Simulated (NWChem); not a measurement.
System: Si₃H₇ cation

The following NWChem deck was run.

```
start job
memory heap 200 mb stack 900 mb global 1100 mb
charge 1
geometry units angstroms noautoz
  Si     0.306545     2.159515     0.004146
  Si    -0.658553    -0.000481    -0.005960
  Si     0.303002    -2.161384    -0.018297
  H     -0.192470     2.724029    -1.283430
  H      1.780692     2.002174     0.068925
  H     -0.304830     2.811233     1.196017
  H     -2.153694     0.003332     0.025036
  H     -0.440851    -2.899626    -1.075191
  H     -0.033521    -2.626407     1.360139
  H      1.759202    -2.011119    -0.262002
end
basis spherical
  Si library def2-svp
  H library def2-svp
end
dft
  xc r2scan
  grid fine
  iterations 150
  mulliken
end
task dft gradient
```

NWChem printed, in part:

```
             Northwest Computational Chemistry Package (NWChem) 7.3.0
             --------------------------------------------------------

 C1  symmetry detected

                             Geometry "geometry" -> ""
                             -------------------------

 Output coordinates in angstroms (scale by  1.889725989 to convert to a.u.)

  No.       Tag          Charge          X              Y              Z
 ---- ---------------- ---------- -------------- -------------- --------------
    1 Si                  14.0000     0.31040908     2.16037435     0.00011390
    2 Si                  14.0000    -0.65300109    -0.00039529    -0.00367640
    3 Si                  14.0000     0.31023314    -2.16058416    -0.00125525
    4 H                    1.0000    -0.18338413     2.71821340    -1.29237511
    5 H                    1.0000     1.78437657     2.00449789     0.07211562
    6 H                    1.0000    -0.30667727     2.81742197     1.18610087
    7 H                    1.0000    -2.14826605     0.00240584     0.02075219
    8 H                    1.0000    -0.42842130    -2.90455056    -1.05778119
    9 H                    1.0000    -0.03197692    -2.61914020     1.37794690
   10 H                    1.0000     1.76737331    -2.01037691    -0.23931082

 Effective nuclear repulsion energy (a.u.)     177.5649295578

                                 NWChem DFT Module
                                 -----------------

 Summary of "ao basis" -> "ao basis" (spherical)
 ------------------------------------------------------------------------------
       Tag                 Description            Shells   Functions and Types
 ---------------- ------------------------------  ------  ---------------------
 Si                         def2-svp                 8       18   4s3p1d
 H                          def2-svp                 3        5   2s1p

            General Information
            -------------------
          SCF calculation type: DFT
          Wavefunction type:  closed shell.
          No. of atoms     :    10
          No. of electrons :    48
           Alpha electrons :    24
            Beta electrons :    24
          Charge           :     1
          Spin multiplicity:     1
          Use of symmetry is: off; symmetry adaption is: off
          Maximum number of iterations: 150
          AO basis - number of functions:    89
                     number of shells:    45
          Convergence on energy requested:  1.00D-06
          Convergence on density requested:  1.00D-05
          Convergence on gradient requested:  5.00D-04

              XC Information
              --------------
                      r^2SCAN Method XC Functional
               r^2SCAN metaGGA Exchange Functional  1.000
                     r^2SCAN Correlation Potential  1.000

             Grid Information
             ----------------
          Grid used for XC integration:  fine
          Radial quadrature: Mura-Knowles
          Angular quadrature: Lebedev.
          Tag              B.-S. Rad. Rad. Pts. Rad. Cut. Ang. Pts.
          ---              ---------- --------- --------- ---------
          Si                  1.10      123          13.0       770
          H                   0.35       60          14.0       590
          Grid pruning is: on
          Number of quadrature shells:   789
          Spatial weights used:  Erf1

      Superposition of Atomic Density Guess
      -------------------------------------

 Sum of atomic energies:        -869.71058606

 Renormalizing density from      49.00 to     48

      Non-variational initial energy
      ------------------------------

 Total energy =    -859.323295
 1-e energy   =   -1526.805076
 2-e energy   =     489.916852
 HOMO         =      -0.556921
 LUMO         =      -0.358043

     ---------------------------------------------
      Total Density - Mulliken Population Analysis
     ---------------------------------------------

    Atom       Charge   Shell Charges
 -----------   ------   -------------------------------------------------------
    1 Si  14    14.00   2.00  2.00  1.16  0.19  5.96  1.38  1.21  0.10
    2 Si  14    13.54   2.00  2.00  1.26  0.22  5.96  1.03  1.00  0.07
    3 Si  14    14.00   2.00  2.00  1.16  0.19  5.96  1.38  1.21  0.10
    4 H    1     0.92   0.64  0.27  0.01
    5 H    1     0.94   0.66  0.28  0.01
    6 H    1     0.92   0.64  0.27  0.01
    7 H    1     0.91   0.65  0.25  0.01
    8 H    1     0.92   0.64  0.26  0.01
    9 H    1     0.92   0.64  0.27  0.01
   10 H    1     0.94   0.65  0.27  0.01

   convergence    iter        energy       DeltaE   RMS-Dens  Diis-err
 ---------------- ----- ----------------- --------- --------- ---------
 d= 0,ls=0.0,diis     1   -871.9468220828 -1.05D+03  9.90D-03  5.91D-01
 d= 0,ls=0.0,diis     2   -871.9789618041 -3.21D-02  4.67D-03  7.34D-02
 d= 0,ls=0.0,diis     3   -871.9878807847 -8.92D-03  1.63D-03  1.22D-02
 d= 0,ls=0.0,diis     4   -871.9905321133 -2.65D-03  2.51D-04  1.80D-04
 d= 0,ls=0.0,diis     5   -871.9905781729 -4.61D-05  4.81D-05  9.90D-06
  Resetting Diis
 d= 0,ls=0.0,diis     6   -871.9905807352 -2.56D-06  6.70D-06  2.01D-07
 d= 0,ls=0.0,diis     7   -871.9905807772 -4.20D-08  4.99D-06  2.63D-08

         Total DFT energy =     -871.990580777185
      One electron energy =    -1551.070915498663
           Coulomb energy =      566.415806344633
    Exchange-Corr. energy =      -64.900401180969
 Nuclear repulsion energy =      177.564929557814

 Numeric. integr. density =       48.000004068428

                       DFT Final Molecular Orbital Analysis
                       ------------------------------------

 Vector   22  Occ=2.000000D+00  E=-5.103014D-01
              MO Center=  8.4D-01,  1.0D-02, -8.5D-02, r^2= 6.7D+00
   Bfn.  Coefficient  Atom+Function         Bfn.  Coefficient  Atom+Function
  ----- ------------  ---------------      ----- ------------  ---------------
    60      0.282856   5 H  s                85     -0.271118  10 H  s
     8      0.223675   1 Si px               44     -0.219629   3 Si px
    11      0.166455   1 Si px               75      0.165106   8 H  s
    47     -0.163900   3 Si px               65     -0.130642   6 H  s
     5     -0.125403   1 Si px               41      0.123135   3 Si px

 Vector   23  Occ=2.000000D+00  E=-4.951969D-01
              MO Center=  1.2D-01, -2.1D-02, -3.4D-02, r^2= 5.8D+00
   Bfn.  Coefficient  Atom+Function         Bfn.  Coefficient  Atom+Function
  ----- ------------  ---------------      ----- ------------  ---------------
    70      0.275252   7 H  s                26     -0.238998   2 Si px
    60      0.232607   5 H  s                85      0.229714  10 H  s
    29     -0.208631   2 Si px               44      0.176105   3 Si px
     8      0.174377   1 Si px               21     -0.145949   2 Si s
    47      0.140190   3 Si px               11      0.137725   1 Si px

 Vector   24  Occ=2.000000D+00  E=-4.642519D-01
              MO Center= -1.8D-01,  1.1D-03,  3.9D-03, r^2= 5.1D+00
   Bfn.  Coefficient  Atom+Function         Bfn.  Coefficient  Atom+Function
  ----- ------------  ---------------      ----- ------------  ---------------
    27      0.345864   2 Si py               30      0.315086   2 Si py
     9     -0.237264   1 Si py               45     -0.236314   3 Si py
    24     -0.175421   2 Si py               12     -0.164872   1 Si py
    48     -0.164166   3 Si py               65     -0.127072   6 H  s
    75      0.127556   8 H  s                 6      0.125492   1 Si py

 Vector   25  Occ=0.000000D+00  E=-3.572172D-01
              MO Center= -5.6D-01,  9.2D-04,  2.7D-03, r^2= 3.2D+00
   Bfn.  Coefficient  Atom+Function         Bfn.  Coefficient  Atom+Function
  ----- ------------  ---------------      ----- ------------  ---------------
    31      0.616034   2 Si pz               28      0.451514   2 Si pz
    25     -0.226712   2 Si pz               80     -0.115074   9 H  s
    81     -0.115386   9 H  s                56      0.110130   4 H  s
    55      0.108846   4 H  s                66     -0.100816   6 H  s
    65     -0.096499   6 H  s                76      0.093312   8 H  s

 Vector   26  Occ=0.000000D+00  E=-2.168042D-01
              MO Center= -3.7D-02, -5.7D-03, -7.0D-03, r^2= 6.1D+00
   Bfn.  Coefficient  Atom+Function         Bfn.  Coefficient  Atom+Function
  ----- ------------  ---------------      ----- ------------  ---------------
    22      1.013148   2 Si s                29      0.554400   2 Si px
    40     -0.526624   3 Si s                 4     -0.518636   1 Si s
    12      0.491839   1 Si py               48     -0.489959   3 Si py
    47      0.438116   3 Si px               11      0.434121   1 Si px
    21      0.292666   2 Si s                76      0.232003   8 H  s

 Vector   27  Occ=0.000000D+00  E=-1.902014D-01
              MO Center= -5.0D-01, -4.1D-02,  9.7D-03, r^2= 5.1D+00
   Bfn.  Coefficient  Atom+Function         Bfn.  Coefficient  Atom+Function
  ----- ------------  ---------------      ----- ------------  ---------------
    71      0.981969   7 H  s                22     -0.812796   2 Si s
    29      0.611717   2 Si px               21     -0.526956   2 Si s
    48      0.395391   3 Si py               12     -0.372707   1 Si py
    70      0.313911   7 H  s                76      0.249839   8 H  s
    86     -0.247788  10 H  s                61     -0.233819   5 H  s

     ---------------------------------------------
      Total Density - Mulliken Population Analysis
     ---------------------------------------------

    Atom       Charge   Shell Charges
 -----------   ------   -------------------------------------------------------
    1 Si  14    13.77   2.00  1.98  1.07  0.25  5.93  1.34  1.09  0.12
    2 Si  14    13.71   2.00  1.99  1.24  0.25  5.92  1.15  1.07  0.08
    3 Si  14    13.77   2.00  1.98  1.07  0.25  5.93  1.34  1.09  0.12
    4 H    1     0.97   0.71  0.24  0.01
    5 H    1     0.97   0.72  0.24  0.01
    6 H    1     0.96   0.72  0.24  0.01
    7 H    1     0.93   0.72  0.20  0.01
    8 H    1     0.96   0.72  0.23  0.01
    9 H    1     0.97   0.71  0.24  0.01
   10 H    1     0.97   0.72  0.24  0.01

     -------------------------------------------
      Total Density - Lowdin Population Analysis
     -------------------------------------------

    Atom       Charge   Shell Charges
 -----------   ------   -------------------------------------------------------
    1 Si  14    13.68   2.00  1.94  0.70  0.37  5.82  1.32  1.36  0.18
    2 Si  14    13.44   2.00  1.95  0.85  0.43  5.81  1.17  1.12  0.11
    3 Si  14    13.68   2.00  1.94  0.70  0.37  5.82  1.32  1.36  0.18
    4 H    1     1.02   0.61  0.38  0.03
    5 H    1     1.04   0.62  0.39  0.03
    6 H    1     1.02   0.61  0.38  0.03
    7 H    1     1.03   0.62  0.38  0.03
    8 H    1     1.03   0.61  0.38  0.03
    9 H    1     1.02   0.61  0.38  0.03
   10 H    1     1.04   0.62  0.39  0.03

     Multipole analysis of the density
     ---------------------------------

     L   x y z        total         alpha         beta         nuclear
     -   - - -        -----         -----         ----         -------
     0   0 0 0      1.000000    -24.000000    -24.000000     49.000000

     1   1 0 0     -0.309045     -0.154523     -0.154523     -0.000000
     1   0 1 0     -0.001688     -0.000844     -0.000844      0.000000
     1   0 0 1     -0.004920     -0.002460     -0.002460     -0.000000

     2   2 0 0    -28.268287    -49.668067    -49.668067     71.067846
     2   1 1 0     -0.007058      0.010479      0.010479     -0.028015
     2   1 0 1      0.042384      0.070891      0.070891     -0.099397
     2   0 2 0    -17.639377   -311.248256   -311.248256    604.857135
     2   0 1 1     -0.032328      0.056538      0.056538     -0.145403
     2   0 0 2    -27.886687    -24.938329    -24.938329     21.989971

            General Information
            -------------------
          SCF calculation type: DFT
          Wavefunction type:  closed shell.
          No. of atoms     :    10
          No. of electrons :    48
           Alpha electrons :    24
            Beta electrons :    24
          Charge           :     1
          Spin multiplicity:     1
          Use of symmetry is: off; symmetry adaption is: off
          Maximum number of iterations: 150
          AO basis - number of functions:    89
                     number of shells:    45
          Convergence on energy requested:  1.00D-06
          Convergence on density requested:  1.00D-05
          Convergence on gradient requested:  5.00D-04

              XC Information
              --------------
                      r^2SCAN Method XC Functional
               r^2SCAN metaGGA Exchange Functional  1.000
                     r^2SCAN Correlation Potential  1.000

             Grid Information
             ----------------
          Grid used for XC integration:  fine
          Radial quadrature: Mura-Knowles
          Angular quadrature: Lebedev.
          Tag              B.-S. Rad. Rad. Pts. Rad. Cut. Ang. Pts.
          ---              ---------- --------- --------- ---------
          Si                  1.10      123          13.0       770
          H                   0.35       60          14.0       590
          Grid pruning is: on
          Number of quadrature shells:   789
          Spatial weights used:  Erf1

          Convergence Information
          -----------------------
          Convergence aids based upon iterative change in
          total energy or number of iterations.
          Levelshifting, if invoked, occurs when the
          HOMO/LUMO gap drops below (HL_TOL):  1.00D-02
          DIIS, if invoked, will attempt to extrapolate
          using up to (NFOCK): 10 stored Fock matrices.

                    Damping( 0%)  Levelshifting(0.5)       DIIS
                  --------------- ------------------- ---------------
          dE  on:    start            ASAP                start
          dE off:    2 iters        150 iters           150 iters

                            NWChem DFT Gradient Module
                            --------------------------

  charge          =   1.00
  wavefunction    = closed shell

                         DFT ENERGY GRADIENTS

    atom               coordinates                        gradient
                 x          y          z           x          y          z
   1 Si      0.586588   4.082516   0.000215   -0.000342   0.001747  -0.000223
   2 Si     -1.233993  -0.000747  -0.006947    0.000021  -0.000013  -0.000053
   3 Si      0.586256  -4.082912  -0.002372   -0.000243  -0.001669   0.000478
   4 H      -0.346546   5.136679  -2.442235    0.000118  -0.000237  -0.000031
   5 H       3.371983   3.787952   0.136279    0.000254  -0.000358   0.000060
   6 H      -0.579536   5.324156   2.241406    0.000103  -0.000257   0.000151
   7 H      -4.059634   0.004546   0.039216   -0.000303   0.000005   0.000002
   8 H      -0.809599  -5.488805  -1.998917    0.000059   0.000233  -0.000215
   9 H      -0.060428  -4.949457   2.603942    0.000103   0.000212  -0.000020
  10 H       3.339851  -3.799061  -0.452232    0.000229   0.000337  -0.000149
```

Level: r2SCAN/def2-SVP. Structure relaxed at the PBE0/def2-SVP level.
